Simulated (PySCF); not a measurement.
GeH4, SMILES [GeH4] (connectivity only; charge and spin as stated), charge +1, multiplicity 2.

Geometry: PBE-D3(BJ)/def2-TZVPD. The geometry has at least one imaginary mode, so it is a saddle point at that level. The multiplicity is an assumed one; other spin states were not compared. The isomer is the one that the SMILES or the coordinates give; other isomers of the formula were not compared.

Computed with PBE-D3(BJ)/def2-TZVPD run with PySCF.

Frequencies are harmonic and unscaled.

Modes within 1.5 cm⁻¹ of each other (mostly degenerate sets) share a row, with their intensities summed.

Q: Estimate the vibrational spectrum. (Estimate from the structure and the level; the computed values follow.)

A: 
```tsv
mode	ν (cm⁻¹)	IR (km/mol)	moving atoms (share of kinetic energy)
1–2	286i	227.2	H 96 %
3	629	0.8	H 95 %
4	741	0.0	H 100 %
5	852	0.0	H 100 %
6	1793	28.8	H 100 %
7–8	1870	386.0	H 98 %
9	1925	0.0	H 100 %
```
